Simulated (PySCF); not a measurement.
## C₆ coefficients of unlike pairs at PBE

Calculated with PySCF 2.14 from the dipole response of each species, C₆(A,B) = (3/π) ∫ α_A(iu) α_B(iu) du, in atomic units, from isotropic polarisabilities. For ions this is the dispersion term alone; charge-induced terms of lower order in 1/R come first.

| species | configuration | basis | relativity | α (bohr³) | C₆ (like pair) |
| --- | --- | --- | --- | --- | --- |
| Ca²⁺ | [Ar] (1S) | x2c-TZVPPall with one added diffuse shell each of s, p, d type (7s6p4d) | spin-free X2C | 3.276 | 10.61 |
| N⁺ | [He] 2s2 2p2 (3P) | aug-cc-pCVTZ-DK (7s6p4d2f) | spin-free X2C | 3.916 | 8.507 |
| S⁺ | [Ne] 3s2 3p3 (4S) | dyall-acv3z (19s12p6d4f) | spin-free X2C | 11.00 | 54.26 |
| Cs | [Xe] 6s1 (2S) | aug-cc-pVDZ-X2C (8s7p5d) | spin-free X2C | 479.9 | 8964 |

(1) Estimate C₆ for S⁺ with Ca²⁺.

No spin-orbit coupling is included.

The other pairs:

| pair | C₆ |
| --- | --- |
| N⁺, Ca²⁺ | 9.250 |
| Cs, N⁺ | 152.2 |
| S⁺, N⁺ | 21.28 |
| Cs, S⁺ | 417.0 |
| Cs, Ca²⁺ | 136.5 |

## Answers

(1) The integral gives 22.41. The combination rule 2 C_A C_B / (C_A α_B/α_A + C_B α_A/α_B) gives 22.23 and the geometric mean 23.99.
